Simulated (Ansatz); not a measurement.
Isolated molecules relaxed with PBE0-D4/def2-TZVP in Ansatz; ΔE leaves out vibrations. CBS: MP2 limit from def2 TZ/QZ plus the TZ coupled-cluster correction, frozen cores. Functionals use def2-TZVPP. Elements past krypton have def2 core potentials. For In outer-core shells are correlated without core-valence functions, which leaves a few kJ/mol of doubt a bond. Each species was taken in one conformer, which may not be the lowest.

Reaction (formal exchange of groups at the Si–O bond): `C[O][In]([SH])[O][SiH3]` + `OP[SiH3]` → `OP[SiH2][SiH3]` + `C[O][In]([OH])[SH]`

Problem. Is it downhill or uphill in electronic energy at CCSD(T)/CBS, and by how much? (An estimate is asked.)

Solution. Ansatz gave: Uphill: ΔE = +98.6 kJ/mol.

Problem. What do these levels give: r2SCAN, PBE0, SCS-MP2/def2-TZVPP, CCSD(T)/def2-TZVPP, SCS-MP2/def2-QZVPP, HF/CBS(def2)? (Best estimate.)

Solution. Ansatz gave: r2SCAN 88.6, PBE0 78.5, SCS-MP2/def2-TZVPP 111.1, CCSD(T)/def2-TZVPP 100.1, SCS-MP2/def2-QZVPP 110.8, HF/CBS(def2) 130.5 kJ/mol.

Largest T1 diagnostic among the species: 0.016.

From PBE to PBE0 (25 % exact exchange), in def2-TZVPP and without D4, ΔE moves by +10.6 kJ/mol. In def2-TZVPP, CCSD(T) changes the Hartree–Fock value by −27.7 kJ/mol (the triples alone add −3.8 kJ/mol) and MP2 by −22.3 kJ/mol.
